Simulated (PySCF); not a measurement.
## Vibration and rotation of TaSe

PBE0 constants of TaSe, ⁴Σ⁻ (quartet), unpaired electrons σ ↑, δ ↑↑ (basis Ta def2-TZVPP with ECP60, Se def2-TZVPP; scalar-relativistic core potentials; PySCF 2.14; masses 180.9480 and 79.9165 u):

| Property | Result |
| --- | --- |
| ωe | 346.9 cm⁻¹ |
| ωexe | 0.579 cm⁻¹ |
| Be | 0.059002 cm⁻¹ |
| αe | 0.000130 cm⁻¹ |

Q: What force constant and bond length do these constants imply?

A: Reduced mass μred = 55.434 u; k = 5.8918×10⁻⁷·μred·ωe² (u, cm⁻¹, mdyn/Å) = 3.93 mdyn/Å; Re = √(16.8576/(μred·Be)) (u, cm⁻¹, Å) = 2.270 Å.

Q: Estimate the centrifugal constant D from the Kratzer relation and find the Dunham coefficient a1.

A: D = 4Be³/ωe² = 6.83e-09 cm⁻¹; a1 = −1 − αeωe/(6Be²) = -3.16.

De is left out where the level can put another filling of the metal’s s and d shells below the measured ground configuration, by anything from nothing to about 1 eV. These are scalar-relativistic numbers at best; spin–orbit coupling would shift them, the dissociation energy most. With d or f electrons several states lie close, and the lowest PBE0 determinant need not be the measured ground state.
